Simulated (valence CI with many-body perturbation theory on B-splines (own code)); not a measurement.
## Which ion has this spectrum?

A relativistic CI+MBPT calculation for an atom or ion with 5 electrons gives these levels (eV):

| J | Parity | E | g |
| --- | --- | --- | --- |
| 1/2 | odd | 0.0 | 0.61 |
| 1/2 | even | 291.0 | 2.01 |
| 3/2 | odd | 1755.9 | 1.29 |
| 3/2 | even | 1961.5 | 1.61 |
| 5/2 | even | 2003.0 | 1.30 |
| 1/2 | even | 2080.4 | 1.27 |
| 3/2 | even | 2082.3 | 0.97 |
| 3/2 | odd | 2383.2 | 1.31 |
| 5/2 | even | 3735.1 | 1.41 |
| 1/2 | even | 3850.8 | 1.92 |
| 3/2 | even | 3851.3 | 1.16 |
| 3/2 | odd | 4086.4 | 1.43 |
| 5/2 | odd | 4109.1 | 1.16 |
| 1/2 | odd | 4170.6 | 0.61 |

The energies are calculated, and their last digits are not significant.

Q: Which is it?
A. Os71+
B. Ir72+
C. Pt73+
D. Hg75+

A: B. Ir72+, ground level (2s^2 2p1/2) J=1/2.
